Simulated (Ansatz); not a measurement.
Geometry optimisation, RKS BHLYP/def2-SVP (Ansatz).

Input:

```yaml
crystal:
  periodic: [false, false, false]
  atoms:
    - { symbol: O, position_ang: [-0.5084, 1.5801, -0.6739] }
    - { symbol: Si, position_ang: [-0.2482, 0.2259, 0.2612] }
    - { symbol: Se, position_ang: [1.8068, -0.5654, -0.2271] }
    - { symbol: I, position_ang: [-1.8461, -1.4944, -0.247] }
    - { symbol: H, position_ang: [-0.4949, 1.3027, -1.6402] }
    - { symbol: H, position_ang: [-0.3195, 0.5945, 1.6869] }
    - { symbol: H, position_ang: [1.6715, -1.7114, 0.7944] }
basis:
  gaussian: { orbitals: def2-SVP }
hamiltonian:
  xc: { name: BHLYP }
relax:
  f_tol: 0.02
  max_steps: 50
output:
  orbitals: {}
```

Run as:

```bash
$ ansatz run input.yaml --threads 2 --pin off --max-ram 3072MiB --backend cpu --events-out ev --progress --plain --runs-dir out
```

Where does it end, and by what steps?

It converged. After 10 steps the energy has fallen by 0.235 eV; H7 moved furthest, 0.32 Å.

```csv
step,energy less start (eV),largest force component (eV/Å),accepted
0,0.0000,2.016,yes
1,-0.1601,0.881,yes
2,-0.1979,0.742,yes
3,-0.2089,0.516,yes
4,-0.2218,0.207,yes
5,-0.2274,0.240,yes
6,-0.2315,0.189,yes
7,-0.2341,0.062,yes
8,-0.2347,0.069,yes
9,-0.2349,0.090,yes
10,-0.2352,0.007,yes
```

```xyz
7
Properties=species:S:1:pos:R:3
O -0.495 1.503 -0.710
Si -0.235 0.238 0.299
Se 1.893 -0.499 -0.045
I -1.843 -1.588 -0.091
H -0.421 1.376 -1.654
H -0.477 0.734 1.658
H 1.640 -1.832 0.497
```

Time of the run: 24 s on 2 threads of Intel(R) Xeon(R) 6975P-C (Granite Rapids), on a shared host, peak memory 0.29 GiB.
